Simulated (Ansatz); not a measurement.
```yaml
crystal:
  periodic: [false, false, false]
  atoms:
    - {symbol: Si, position_ang: [-0.978815, -0.261231, -0.557605]}
    - {symbol: S, position_ang: [-0.207163, 1.704049, -0.281767]}
    - {symbol: Ge, position_ang: [1.004170, -0.026319, 0.572740]}
    - {symbol: H, position_ang: [-0.997132, -0.782972, -1.944380]}
    - {symbol: H, position_ang: [-2.224901, -0.597802, 0.170173]}
    - {symbol: H, position_ang: [1.093167, 0.044768, 2.099647]}
    - {symbol: H, position_ang: [2.371977, -0.148393, -0.104509]}
basis:
  gaussian: {orbitals: def2-SVPD}
hamiltonian: {xc: {name: PBE0-DH}}
accuracy: high
kpoints: {mp_grid: {grid: [2, 2, 2]}}
output: {forces: true}
```

```sh
$ ansatz run in.yaml --threads 2 --pin off --events-out ev --progress --plain --max-ram 4352MiB
```

It prints (some lines left out):

```
Error: invalid value for `basis.gaussian`: such a run doesn't read kpoints; remove what it names
```

Question: Something in this input is off. What?

Answer: The input holds a key that doesn't belong there. The input was rejected before any iteration.
